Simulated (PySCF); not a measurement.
## Stationary points of ReS₃

These are results of PySCF, B3LYP, basis Re def2-SVP with ECP60, S def2-SVP (scalar-relativistic core potentials, no spin–orbit coupling, density fitting), not measurements.

Relaxations began from a few typed shapes; open shells are unrestricted. The search is not exhaustive: other isomers or separated fragments can lie lower, and high-lying points may rest on an excited occupation.

(1) Which is the lowest minimum found?
A. doublet C3v: Re–S 2.124 Å (×3); S–Re–S 115.3° (×3)
B. doublet D3h: Re–S 2.132 Å (×3); S–Re–S 120.0° (×3)
C. doublet D3h: Re–S 2.141 Å (×3); S–Re–S 120.0° (×3)

Results:

(1) A. The others lie at 7.2 (doublet D3h, a saddle point), 92.6 (doublet D3h) kJ/mol above it.

Formally Re is in oxidation state +6, d1, with 1 unpaired electron. The Mulliken spin on Re is 1.07. The polar-tensor charge on Re, 0.93, is far below the formal one.

For the lowest minimum: other spin states or occupations of the open shell can lie lower. No spin–orbit coupling is included, which matters more the heavier the element.
